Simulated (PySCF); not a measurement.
Computed IR spectrum (relative IR intensity) of a molecule C₅H₆. Geometry optimised at PBE-D3(BJ)/def2-SVP. The values are those of a single conformer. Method: PBE-D3(BJ)/def2-SVP (PySCF 2.14.0). Harmonic, unscaled wavenumbers; measured fundamentals usually lie a few per cent lower.

```tsv
ν (cm⁻¹)	relative intensity
489	8.3
601	54
656	46
795	8.4
879	3.8
961	30
1014	5.2
1023	7.1
1329	2.9
1383	4.2
2164	26
3070	16
3074	6.8
3175	5.4
3411	100
```

Pick the molecule that these values belong to.
A) C#CCC=C
B) C1=CCC=C1
C) C#CC1CC1
D) C=CC#CC

C, C#CC1CC1
